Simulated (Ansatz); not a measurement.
MoOCl3, SMILES [O]=[Mo+]([Cl])([Cl])[Cl], charge +1, multiplicity 1.

Geometry: PBE0-D3(BJ)/def2-SVP. The spin state was assumed, not searched. The isomer is the one that the SMILES or the coordinates give; other isomers of the formula were not compared. The def2 effective core potentials stand for the cores of Mo; spin–orbit coupling is left out.

Two levels are set side by side: PBE/def2-SVPD (Ansatz, a program for electronic structure) and CAM-B3LYP/def2-SVPD (Ansatz). Energy differences of separate SCF runs at the same geometry; the states with an electron removed or added have multiplicity 2 and 2. Differences are taken from unrounded values.

```
quantity                           CAM-B3LYP    PBE  PBE minus CAM-B3LYP
---------------------------------  ---------  -----  -------------------
vertical ionisation energy (eV)        17.68  17.11                -0.57
vertical electron affinity (eV)         8.68   7.87                -0.82
vertical singlet–triplet gap (eV)       3.31   3.40                 0.09
```
